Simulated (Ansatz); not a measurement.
Molecule: CH₅Si, net charge 1, singlet state. 
Coordinates optimised at B3LYP-D3(BJ)/def2-TZVP (Ansatz, a first-principles code):
```
C
H 1 1.0917
H 1 1.0917 2 111.38
H 1 1.1034 2 107.15 3 -116.89
Si 1 1.8123 2 112.07 4 -116.65
H 5 1.4692 1 121.49 2 -154.16
H 5 1.4692 6 116.99 1 177.86
```
Charge +1, spin multiplicity 1.

Basis-set convergence of Hartree-Fock and CCSD correlation energies (hartree) with Ansatz. Valence correlation only, unless marked. No spin-orbit coupling. No relativistic terms.

```tsv
basis	functions	E(HF)	E(corr, CCSD)
def2-SVPD	84	-329.30094	-0.27164
def2-TZVPPD	170	…	…
```

Complete the blanks.


- def2-TZVPPD, E(HF): -329.44567
- def2-TZVPPD, E(corr, CCSD): -0.31285
